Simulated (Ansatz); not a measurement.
```yaml
crystal:
  periodic: [false, false, false]
  atoms:
    - {symbol: C, position_ang: [-1.153759, 1.625884, -0.774531]}
    - {symbol: Si, position_ang: [-0.605709, -0.095925, 0.455910]}
    - {symbol: Al, position_ang: [1.855788, 0.687244, 1.413711]}
    - {symbol: Ga, position_ang: [-0.152357, -2.351420, -0.713550]}
    - {symbol: H, position_ang: [-2.144400, 1.297691, -1.096746]}
    - {symbol: H, position_ang: [-1.194573, 2.267817, -0.434235]}
    - {symbol: H, position_ang: [-0.496248, 1.524786, -1.830044]}
    - {symbol: H, position_ang: [-1.342888, -0.130616, 1.628711]}
    - {symbol: H, position_ang: [2.670051, -0.238302, 2.615350]}
    - {symbol: H, position_ang: [2.876090, 1.990102, 0.801529]}
    - {symbol: H, position_ang: [-0.215694, -2.350584, -2.213987]}
    - {symbol: H, position_ang: [-0.055553, -3.590247, 0.471862]}
basis:
  gaussian: {orbitals: cc-pVDZ}
hamiltonian: {xc: {name: HF}}
scf: {lower_state_search: light}
relax: {f_tol: 0.001, max_steps: 1}
```

```sh
$ ansatz run in.yaml --threads 4 --pin off --events-out ev --progress --plain --max-ram 10444MiB
```

It prints (some lines left out):

```
Functional definition: HF
1333 factors; integrals over basis functions are off by at most 3.4e-4 eV
mean field evaluation 1: about -67924.3957 eV, gradient 2.9e1 eV
mean field evaluation 2: about -67924.4599 eV, gradient 2.9e1 eV
mean field evaluation 4: about -67927.6785 eV, gradient 3.0e0 eV
mean field evaluation 8: about -67927.7413 eV, gradient 1.4e-1 eV
mean field -67927.74150499 eV, -2496.2984572315 hartree, gradient 2.3e-5 eV, S^2 0.000000; 0 other end points of the search recorded, 0 dependent functions left out
reference -67927.74150499 eV, -2496.2984572315 hartree; 36, 36 occupied and 81, 81 virtual orbitals, 1333 factors
relax step   1: F+E_penalty+E_count = -67927.74150499 eV  Δ(F+E_penalty+E_count) = +0.000e0 eV  max|allowed force component| = 4.082e1 eV/Å  Δτ_max = 0.0000 Å  (33 SCF iters, accepted)
Error: geometry relaxation did not converge after 1 steps: max|allowed force component| = 4.08e1 eV/Å (threshold 1.0e-3). Raise `relax.max_steps` over both its present limit and 1, loosen `relax.f_tol`, or start from a geometry closer to equilibrium. Where this run's directory can be resumed (`checkpoint.write`), a resume goes on for up to `relax.max_steps` more
```

(1) Something in this input is off. What?

Results:

(1) The relaxation is allowed too few steps for its threshold. No converged result was reached.
